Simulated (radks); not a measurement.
Q: Species: Tl IX. Configuration: [Xe] 4f14 5d5. Calculated with a radial shooting solver on a logarithmic mesh with Libxc functionals: scalar-relativistic Kohn-Sham, PBE, spin-unpolarised, spherical densities, point nucleus. Some entries of the table are withheld. Estimate them.

orbital,occ.,eigenvalue (hartree),<r^2> (bohr^2),<r> (bohr)
1s,2,-3151.862,(1),0.01631
2s,2,-565.0368,0.005601,(2)
2p,6,-486.5375,0.004755,0.06235
3s,2,-138.4068,0.03605,0.1775
3p,6,-115.8186,0.03727,0.1792
3d,10,(3),0.03087,0.1624
4s,2,-34.47667,0.1729,0.3914
4p,6,-27.07079,0.1979,0.4173
4d,10,-18.39915,0.2226,0.4392
5s,2,-9.28543,0.8268,0.8604
4f,14,-8.79746,0.2586,0.4647
5p,6,-7.18113,1.049,0.9673
5d,5,-4.70729,1.547,1.170

A: 
(1) 1s <r^2> (bohr^2): 0.0003685
(2) 2s <r> (bohr): 0.06873
(3) 3d eigenvalue (hartree): -92.45282
